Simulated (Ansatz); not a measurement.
Cost and result up the ladder for the cluster K₄H₄ (8 atoms). Total charge 0; singlet. Geometry: r2SCAN-D4/def2-SVP.

```xyz
8

K    -1.3310    2.9413   -1.5771
K     1.6288    0.6133    0.4932
K     1.4151   -3.0751    1.5441
K    -1.4139   -1.1151   -0.1627
H     1.2041   -1.8965   -0.6388
H     0.9049    2.7543   -0.5404
H    -2.5379    0.8053   -1.2718
H     0.1299   -1.0275    2.1535
```

Ansatz on 4 threads of Arm Neoverse V2 on a shared host. Times are rough, and most runs start from the orbitals of an earlier one. ωB97M-V/def2-TZVP serves as the yardstick here, not as an exact answer. Binding counts from free atoms at the same level (K doublet, H doublet; other spins of the atoms weren't run), without zero-point energy or a counterpoise term.

Correlated methods freeze 20 core orbitals; core or outer-core shells of K are correlated, in sets that lack core-valence functions. Another isomer (singlet) lies 0.84 eV lower at PBE0-D4/def2-TZVP; other spin states weren't run for this one.

Correlated methods converge slowly with the basis.

| level | functions | wall time | binding energy per atom (eV) | difference from ωB97M-V/def2-TZVP (eV) |
| --- | --- | --- | --- | --- |
| PBE-D4/def2-TZVP (with forces) | 156 | 2.9 s | 1.37 | -0.11 |
| PBE0-D4/def2-TZVP | 156 | 3.5 s | 1.37 | -0.12 |
| r2SCAN-D4/def2-TZVP | 156 | 6 s | 1.41 | -0.07 |
| r2SCANh-D4/def2-TZVP | 156 | 6.5 s | 1.41 | -0.08 |
| ωB97M-V/def2-TZVP | 156 | 14 s | 1.49 | 0.00 |
| CCSD(T)/def2-TZVPP | 188 | 67 s | 1.37 | -0.12 |
